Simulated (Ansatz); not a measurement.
# Nudged elastic band run: BrClH2OZn

Input:

```yaml
crystal:
  periodic: [false, false, false]
  atoms:
    - { symbol: Zn, position_ang: [0.168727, -0.096526, 0.187032] }
    - { symbol: Cl, position_ang: [0.39871, 0.271824, 2.289414] }
    - { symbol: O, position_ang: [0.480609, -0.280883, -1.549062] }
    - { symbol: H, position_ang: [-0.290735, -0.5613, -2.051916] }
    - { symbol: Br, position_ang: [-2.649104, -0.669405, 0.833777] }
    - { symbol: H, position_ang: [-1.834304, -0.30321, 1.970455] }
basis:
  gaussian: { orbitals: def2-SVP }
hamiltonian:
  xc: pbe0
  dispersion: d4
neb:
  order_check: false
  images: 7
  f_tol: 0.03
  max_iterations: 60
  final_atoms:
    - { symbol: Zn, position_ang: [-0.85453625, -0.39828168, -0.21157161] }
    - { symbol: Cl, position_ang: [0.1907191, 0.20285102, 2.16634419] }
    - { symbol: O, position_ang: [0.54030719, -0.23322702, -1.30502172] }
    - { symbol: H, position_ang: [0.33527568, -0.43830715, -2.22277014] }
    - { symbol: Br, position_ang: [-2.90343736, -0.74314534, 0.72143663] }
    - { symbol: H, position_ang: [-1.03442535, -0.02938983, 2.53128265] }
  initial_path:
    images:
      - { positions_ang: [[0.168727, -0.096526, 0.187032], [0.39871, 0.271824, 2.289414], [0.480609, -0.280883, -1.549062], [-0.290735, -0.5613, -2.051916], [-2.649104, -0.669405, 0.833777], [-1.834304, -0.30321, 1.970455]] }
      - { positions_ang: [[0.12552619, -0.07145775, 0.13895361], [0.29959703, 0.21356078, 2.36317897], [0.35834324, -0.21577697, -1.61057463], [-0.15389432, -0.6557643, -2.06905404], [-2.62081383, -0.62112133, 0.84162875], [-1.73485532, -0.28894043, 2.01556735]] }
      - { positions_ang: [[0.08232538, -0.0463895, 0.09087522], [0.20048406, 0.15529756, 2.43694393], [0.23607749, -0.15067093, -1.67208727], [-0.01705363, -0.7502286, -2.08619208], [-2.59252365, -0.57283766, 0.8494805], [-1.63540664, -0.27467087, 2.0606797]] }
      - { positions_ang: [[0.03912458, -0.02132125, 0.04279683], [0.10137109, 0.09703435, 2.5107089], [0.11381173, -0.0855649, -1.7335999], [0.11978705, -0.8446929, -2.10333013], [-2.56423348, -0.52455399, 0.85733225], [-1.53595796, -0.2604013, 2.10579205]] }
      - { positions_ang: [[-0.00407623, 0.003747, -0.00528157], [0.00225812, 0.03877113, 2.58447386], [-0.00845403, -0.02045887, -1.79511254], [0.25662773, -0.93915721, -2.12046817], [-2.53594331, -0.47627032, 0.865184], [-1.43650929, -0.24613173, 2.1509044]] }
      - { positions_ang: [[-0.21669124, -0.09676017, -0.05685408], [0.04937337, 0.0797911, 2.47994145], [0.12873628, -0.07365091, -1.67258983], [0.27628972, -0.81394469, -2.14604366], [-2.62781682, -0.54298907, 0.82924716], [-1.3359883, -0.19194626, 2.24599897]] }
      - { positions_ang: [[-0.42930624, -0.19726734, -0.10842659], [0.09648861, 0.12081108, 2.37540903], [0.26592658, -0.12684295, -1.55006713], [0.29595171, -0.68873218, -2.17161916], [-2.71969034, -0.60970783, 0.79331032], [-1.23546732, -0.13776078, 2.34109353]] }
      - { positions_ang: [[-0.64192125, -0.29777451, -0.1599991], [0.14360385, 0.16183105, 2.27087661], [0.40311688, -0.18003498, -1.42754442], [0.31561369, -0.56351966, -2.19719465], [-2.81156385, -0.67642658, 0.75737347], [-1.13494633, -0.0835753, 2.43618809]] }
      - { positions_ang: [[-0.85453625, -0.39828168, -0.21157161], [0.1907191, 0.20285102, 2.16634419], [0.54030719, -0.23322702, -1.30502172], [0.33527568, -0.43830715, -2.22277014], [-2.90343736, -0.74314534, 0.72143663], [-1.03442535, -0.02938983, 2.53128265]] }
```

Launched with:

```bash
$ ansatz run input.yaml --threads 2 --pin off --max-ram 3072MiB --backend cpu --events-out ev --progress --plain --runs-dir out
```

Output, in part (warnings, iteration lines, the closing report on the highest movable image, with atoms numbered from 0):

```
NEB end point (image 0): max|allowed force component| = 3.729e-3 eV/Å (the criterion of neb.relax_end_points is 1.000e-2)
NEB end point (image 8): max|allowed force component| = 3.780e-3 eV/Å (the criterion of neb.relax_end_points is 1.000e-2)
NEB iter   1: max|band force component| = 1.634e1 eV/Å  barrier→ = 1.9059 eV  barrier← = 2.0936 eV  Δτ_max = 0.2000 Å  (251 SCF iters)
NEB iter   2: max|band force component| = 2.147e0 eV/Å  barrier→ = 0.3570 eV  barrier← = 0.5447 eV  Δτ_max = 0.1946 Å  (220 SCF iters)
NEB iter   3: max|band force component| = 1.036e0 eV/Å  barrier→ = 0.2056 eV  barrier← = 0.3933 eV  Δτ_max = 0.2000 Å  (217 SCF iters)
NEB iter   4: max|band force component| = 1.622e0 eV/Å  barrier→ = 0.1578 eV  barrier← = 0.3455 eV  Δτ_max = 0.0988 Å  (214 SCF iters)
NEB iter   5: max|band force component| = 6.284e-1 eV/Å  barrier→ = 0.1393 eV  barrier← = 0.3270 eV  Δτ_max = 0.1904 Å  (220 SCF iters)
NEB iter   6: max|band force component| = 5.866e-1 eV/Å  barrier→ = 0.1321 eV  barrier← = 0.3198 eV  Δτ_max = 0.1960 Å  (213 SCF iters)
NEB iter   7: max|band force component| = 1.689e0 eV/Å  barrier→ = 0.2480 eV  barrier← = 0.4357 eV  Δτ_max = 0.1010 Å  (214 SCF iters)
NEB iter   8: max|band force component| = 2.822e-1 eV/Å  barrier→ = 0.1195 eV  barrier← = 0.3072 eV  CI = image 4  Δτ_max = 0.0846 Å  (217 SCF iters)
NEB iter   9: max|band force component| = 2.608e-1 eV/Å  barrier→ = 0.1379 eV  barrier← = 0.3256 eV  CI = image 4  Δτ_max = 0.0427 Å  (218 SCF iters)
NEB iter  10: max|band force component| = 2.084e-1 eV/Å  barrier→ = 0.1296 eV  barrier← = 0.3173 eV  CI = image 4  Δτ_max = 0.0429 Å  (218 SCF iters)
NEB iter  11: max|band force component| = 2.598e-1 eV/Å  barrier→ = 0.1245 eV  barrier← = 0.3123 eV  CI = image 4  Δτ_max = 0.0215 Å  (224 SCF iters)
NEB iter  12: max|band force component| = 5.559e-2 eV/Å  barrier→ = 0.1244 eV  barrier← = 0.3121 eV  CI = image 4  Δτ_max = 0.0249 Å  (206 SCF iters)
NEB iter  13: max|band force component| = 2.983e-2 eV/Å  barrier→ = 0.1244 eV  barrier← = 0.3121 eV  CI = image 4  Δτ_max = 0.0000 Å  (374 SCF iters)
Total energy: -133028.26720533 eV, -4888.6986499977 hartree
Atom 0 at    -0.270638    -0.225754     0.091611 Å, force    -0.000798    -0.000306    -0.003654 eV/Å
Atom 1 at     0.130909     0.218247     2.298009 Å, force    -0.001253    -0.000560     0.001893 eV/Å
Atom 2 at     0.543452    -0.298437    -1.492562 Å, force    -0.003299     0.000010     0.003081 eV/Å
Atom 3 at    -0.051130    -0.543869    -2.208858 Å, force     0.002568    -0.000195    -0.002495 eV/Å
Atom 4 at    -2.625223    -0.611635     0.958334 Å, force    -0.002765    -0.001452    -0.003073 eV/Å
Atom 5 at    -1.453467    -0.178052     2.033167 Å, force     0.005547     0.002503     0.004249 eV/Å
Dipole moment:    -0.317071    -0.074553    -0.027001 e Å
```

The forces met the threshold. A vibrational analysis at the climbing image gives one clearly imaginary mode, 296i cm⁻¹: a first-order saddle point. The orbitals stay closed-shell, which can raise the energy where a bond breaks towards radicals; this wasn't checked here.

Final band (atoms are numbered from 1 in the order of the input):

| image | path coordinate (Å) | energy (eV) | Br5–H6 (Å) | Cl2–H6 (Å) |
| --- | --- | --- | --- | --- |
| 0 | 0.00 | 0.000 | 1.45 | 2.33 |
| 1 | 0.20 | 0.008 | 1.46 | 2.20 |
| 2 | 0.39 | 0.038 | 1.48 | 2.04 |
| 3 | 0.59 | 0.089 | 1.53 | 1.86 |
| 4 | 0.79 | 0.124 | 1.65 | 1.65 |
| 5 | 1.09 | 0.018 | 1.93 | 1.42 |
| 6 | 1.38 | -0.108 | 2.20 | 1.34 |
| 7 | 1.68 | -0.171 | 2.43 | 1.31 |
| 8 | 1.98 | -0.188 | 2.70 | 1.30 |

The run took 5.6 min on 2 threads of Arm Neoverse V1 (shared host), peak memory 0.27 GiB.
